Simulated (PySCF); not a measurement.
# Working out the ionisation energy of Sb⁺

Sb⁺ [Kr] 4d10 5s2 5p2 (3P) → Sb²⁺ [Kr] 4d10 5s2 5p1 (2P). Calculation: PySCF 2.14, in x2c-TZVPall (8s6p4d2f, 60 functions); the spin-free X2C one-electron Hamiltonian (Gaussian nucleus). Frozen: [Kr] 4d10. Energies in hartree (1 hartree = 27.21139 eV):

```json
{"part": "UHF", "Sb⁺ (lower)": "-6477.637139", "Sb²⁺ (upper)": "-6477.048765"}
{"part": "MP2 opposite-spin", "Sb⁺ (lower)": "-0.036953", "Sb²⁺ (upper)": "-0.031143"}
{"part": "MP2 same-spin", "Sb⁺ (lower)": "-0.007381", "Sb²⁺ (upper)": "-0.002197"}
```

What does Hartree-Fock give?

(-6477.048765) − (-6477.637139) = 0.588374 hartree = 16.010 eV.

What do MP2 and SCS-MP2 (6/5 opposite-spin, 1/3 same-spin) give?

The opposite-spin parts differ by 0.158 eV and the same-spin parts by 0.141 eV. MP2: 16.010 + (0.158) + (0.141) = 16.309 eV. SCS-MP2: 16.010 + 1.2 × (0.158) + (0.141)/3 = 16.247 eV.

Reference: 16.626 ± 0.025 eV (measured; NIST Atomic Spectra Database, ionization energies), between the lowest levels; spin-orbit coupling is absent from the calculation.

What remains against the reference includes basis incompleteness, the frozen core and correlation beyond second order.
